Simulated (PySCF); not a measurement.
## Ru (ruthenium, neutral) across methods

[Kr] 4d6 5s1 5p1, one real determinant (an excited configuration). All numbers are calculated (PySCF 2.14, scalar relativity by spin-free X2C-1e, in aug-cc-pVTZ-DK (9s8p6d3f2g, 102 functions)).

| method | E (hartree) | mean ε 4d β (eV) | mean ε 5s α (eV) | mean ε 5p α (eV) | Σ⟨r²⟩ (bohr²) | ⟨S²⟩ |
| --- | --- | --- | --- | --- | --- | --- |
| r2SCAN | -4530.08 | -7.441 | -6.963 | -2.757 | 62.65 | 12.001 |
| BHandHLYP | -4530.06 | -10.427 | -8.158 | -3.772 | 63.51 | 12.002 |
| UHF | -4527.79489 | -12.562 | -9.640 | -5.205 | 63.61 | 12.003 |
| wB97X-V | -4529.79 | -11.515 | -9.495 | -5.039 | 63.14 | 12.001 |
| LDA | -4525.01 | -7.395 | -6.914 | -2.690 | 63.25 | 12.001 |
| PBE0 | -4529.76 | -8.870 | -7.543 | -3.314 | 63.16 | 12.001 |
| PBE | -4529.68 | -7.350 | -6.696 | -2.614 | 63.73 | 12.001 |
| r2SCANh | -4530.07 | -8.045 | -7.286 | -3.015 | 62.59 | 12.002 |

⟨L²⟩ = 8.02 against 12 for a pure F term, so this real determinant mixes terms.
